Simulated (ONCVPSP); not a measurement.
## lead: excitation energies, all-electron against ONCV

* Element: lead
* Generator: ONCVPSP 4.0.1
* Type: optimised norm-conserving Vanderbilt (ONCV)
* Functional: PBEsol
* Relativity: fully relativistic
* Frozen core: [Kr] 4d10 4f14
* Valence charge: 22
* Reference configuration: 5s2 5p6 5d10 6s1.5 6p2.5
* Partial waves: 5s+6s: rc 1.45 bohr, ncon 4, nbas 8, qcut 6.5 1/bohr, 2 projectors; 5p+6p: rc 1.40 bohr, ncon 4, nbas 7, qcut 8.3 1/bohr, 2 projectors; 5d: rc 1.96 bohr, ncon 4, nbas 8, qcut 7.1 1/bohr, 2 projectors, debl 2.6 Ha
* Local potential: polynomial inside 1.35 bohr (lpopt 5, dvloc0 4 Ha)
* Core correction: none

Open shells are filled in proportion to 2j + 1.

Energies are relative to the spin-unpolarised reference configuration 5s2 5p6 5d10 6s1.5 6p2.5; without spin polarisation the order of configurations can differ from experiment.

(1) Give the all-electron excitation energy and the error of the potential for: 5s2 5p6 5d10 6s2 6p2; 5s2 5p6 5d10 6s2 6p1; 5s2 5p6 5d10 6s2 6p0; 5s2 5p6 5d9 6s2 6p2.

Levels in the configuration 5s2 5p6 5d10 6s2 6p2:

```
   level  all-electron (eV)  pseudo (eV)
5s j=1/2           -143.703     -143.676
5p j=3/2            -79.721      -79.715
5p j=1/2           -102.152     -102.137
5d j=5/2            -20.044      -20.045
5d j=3/2            -22.632      -22.633
6s j=1/2            -12.041      -12.039
6p j=3/2             -3.129       -3.129
6p j=1/2             -4.616       -4.615
```

Results:

(1)

```csv
valence configuration,charge,ΔE all-electron (eV),error AE − PS (meV)
5s2 5p6 5d10 6s2 6p2,0,-4.255,-0.4
5s2 5p6 5d10 6s2 6p1,+1,2.467,+0.1
5s2 5p6 5d10 6s2 6p0,+2,16.076,+1.1
5s2 5p6 5d9 6s2 6p2,+1,22.819,+15
```
